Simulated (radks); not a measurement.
Values are calculated unless marked as measured or tabulated.
Ionisation of neutral caesium, [Xe] 6s1, to Cs+, [Xe], under several functionals. Scalar-relativistic Kohn-Sham, spin-unpolarised, spherical densities, point nucleus; a radial shooting solver on a logarithmic mesh with Libxc functionals. The NIST Atomic Spectra Database gives 3.894 eV (measured). Rank these functionals by the error of their Delta-SCF ionisation energy: AM05; XLYP; RPBE; BLYP; SOGGA; BP86; LDA (Slater exchange, VWN5 correlation); PBE.

Answer. From best to worst: BLYP 3.883 eV (-0.011); BP86 3.920 eV (+0.026); RPBE 3.865 eV (-0.029); PBE 3.863 eV (-0.030); XLYP 3.950 eV (+0.056); LDA (Slater exchange, VWN5 correlation) 3.995 eV (+0.101); AM05 3.770 eV (-0.124); SOGGA 3.721 eV (-0.173). Spin polarisation and multiplet splitting are left out, so open shells lie too high by an amount that depends on their filling.

Beside tabulated values, note that spin-unpolarised runs miss the spin-polarisation part of the exchange energy of open shells.
